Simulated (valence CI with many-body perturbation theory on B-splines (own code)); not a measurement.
Hyperfine factors and g values of Zn XXVI

Calculated by relativistic CI+MBPT: three valence electrons over a frozen Dirac-Fock core [He], a basis of 11 s, 11 p, 10 d, 8 f, 5 g, 2 h functions for each j, with the one-electron correlation potential Σ1 (screened to all orders), the two-electron term Σ2, the three-electron term Σ3, Breit, model QED; selected single and double excitations, second order for the rest, scaled by the run's own slope (own B-spline code, finite nucleus).

No measured spectrum was set against this ion. As an estimate, levels of excited configurations hold to 0.05 to 0.15 % of their energy, terms of the ground configuration to about 0.5 %.

A/g_I is the dipole constant over the nuclear g factor μ/I (μ in nuclear magnetons, uniformly magnetised nucleus), B/Q the quadrupole constant per barn. Both hold the static response of the core; the bare values leave it out. Large factors of s and p1/2 electrons are usually good to 5 to 10 %; those of open d and f shells near neutrality can be off by tens of per cent, and small factors of p3/2, d and f electrons come from cancelling terms and can be off by a factor of two or in sign, in half-filled shells by more. B is blank for J = 1/2, where it vanishes, and for nearly pure S terms. Energies count from the lowest level.

Names give the largest LS component (configuration and term), which can be under half, so a name can repeat, a term be missing and a line seem to break the LS rules; names also repeat where a configuration has a term twice. Letters in brackets count levels of one name in rising energy.

```tsv
Level	E (Ry)	g	A/g_I (MHz)	A/g_I bare	B/Q (MHz/b)	B/Q bare
2s²2p ²P°_1/2	0.00	0.659	255000	252000		
2s²2p ²P°_3/2	2.02	1.329	47000	49200	86100	86500
2s2p² ⁴P_1/2	4.68	2.592	537000	531000		
2s2p² ⁴P_3/2	5.76	1.718	204000	203000	69600	69800
2s2p² ⁴P_5/2	6.55	1.541	219000	218000	-55300	-55500
2s2p² ²D_3/2	8.79	0.849	-23600	-20200	104000	104000
2s2p² ²D_5/2	9.41	1.249	219000	216000	142000	142000
2s2p² ²P_1/2	9.75	1.121	116000	114000		
2s2p² ²S_1/2	11.90	1.608	687000	670000		
2s2p² ²P_3/2	12.02	1.285	-68800	-62000	-70100	-70300
2p³ ⁴S°_3/2	14.64	1.789	9360	18600	25600	25700
2p³ ²D°_3/2	16.34	1.072	29300	30500	65000	65200
2p³ ²D°_5/2	16.88	1.195	85200	87400	-614	-616
2p³ ²P°_1/2	18.40	0.659	256000	251000		
2p³ ²P°_3/2	19.66	1.259	46000	49100	-89100	-89400
2s²3s ²S_1/2	102.46	2.000	232000	228000		
2s²3p ²P°_1/2	104.42	0.666	67700	66900		
2s²3p ²P°_3/2	104.98	1.334	28500	28800	26300	26300
2s2p3s ⁴P°_1/2	106.34	2.569	488000	479000		
2s²3d ²D_3/2	106.75	0.798	9750	9690	4840	4930
2s2p3s ⁴P°_3/2	106.79	1.677	363000	357000	-52800	-53000
2s²3d ²D_5/2	106.92	1.198	3830	3820	6630	6760
2s2p3s ²P°_1/2 [a]	107.50	0.721	244000	241000		
2s2p3p ⁴D_1/2	108.05	0.194	-58500	-56500		
2s2p3s ⁴P°_5/2	108.30	1.596	237000	234000	88300	88700
2s2p3p ⁴D_3/2	108.45	1.222	291000	286000	-35600	-35700
2s2p3p ⁴S_3/2 [a]	108.98	1.476	85100	84400	8980	9000
2s2p3s ²P°_3/2 [a]	109.08	1.364	247000	245000	73500	73800
2s2p3p ²P_1/2 [a]	109.21	0.774	-5290	-5730		
2s2p3p ⁴D_5/2	109.26	1.381	180000	178000	-4340	-4370
2s2p3p ⁴P_1/2	109.30	2.476	384000	379000		
2s2p3p ²D_3/2 [a]	109.63	1.255	110000	109000	26400	26400
2s2p3d ⁴F°_3/2	110.19	0.484	-78500	-76600	13800	13900
2s2p3d ⁴F°_5/2	110.48	1.083	85600	84300	-6460	-6400
2s2p3p ⁴P_3/2	110.50	1.511	265000	262000	59400	59700
2s2p3p ⁴D_7/2	110.65	1.425	143000	142000	114000	114000
2s2p3p ⁴P_5/2	110.69	1.434	203000	201000	46600	46700
2s2p3p ⁴S_3/2 [b]	110.88	1.566	213000	210000	6770	6800
2s2p3d ⁴P°_5/2	110.90	1.393	127000	125000	1530	1600
2s2p3d ⁴F°_7/2	110.94	1.272	126000	124000	-25800	-25800
```

Question: Take the isotope of mass number 67, with I = 5/2, μ = 0.87485 μN and Q = 0.122 b. What is the hyperfine structure of 2s2p² ²D_5/2?

Answer: From the table A = 76700 MHz, B = 17300 MHz. Shifts from the centre of gravity in MHz: F = 0: -659000, F = 1: -586000, F = 2: -440000, F = 3: -216000, F = 4: 89800, F = 5: 484000.
